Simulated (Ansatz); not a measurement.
This geometry of CH5SSb (8 atoms, charge 0, multiplicity 1) is a first-order saddle point.

Theory: RKS PBE0-D4/def2-SVP (Ansatz).

```xyz
8
Properties=species:S:1:pos:R:3
C -0.598 1.281 -0.551
S 0.049 0.442 0.936
Sb 0.658 -1.739 0.024
H -0.546 0.642 -1.443
H -0.008 2.190 -0.738
H -1.647 1.561 -0.382
H 2.203 -1.797 0.774
H -0.017 -2.637 1.324
```

Problem. Which two structures does it join? (They come from a converged band through this point; their orientation in space is the band's.)

Solution. No bond is made or broken. The dihedral H4–C1–S2–Sb3 goes from 62 to -63°. The two ends are copies of one structure, up to a mirror image or an exchange of like atoms.

Image 0:

```xyz
8
Properties=species:S:1:pos:R:3
C -0.806 1.151 -0.520
S -0.297 0.238 0.971
Sb 1.115 -1.481 -0.046
H -1.375 0.523 -1.219
H 0.049 1.606 -1.042
H -1.464 1.958 -0.166
H 2.404 -1.288 1.073
H 0.466 -2.765 0.894
```

Image 6:

```xyz
8
Properties=species:S:1:pos:R:3
C -0.460 1.309 -0.572
S 0.267 0.495 0.885
Sb 0.364 -1.812 0.075
H 0.190 1.240 -1.455
H -0.564 2.370 -0.301
H -1.458 0.916 -0.814
H 1.981 -2.081 0.589
H -0.227 -2.495 1.536
```

Problem. How far does it lie above each of them?

Solution. 0.040 eV above the first and 0.040 eV above the second. This is the barrier of this one path; another mechanism may lie lower.

The run took 2 min on 1 thread of Arm Neoverse V1 (shared host), peak memory 0.17 GiB.
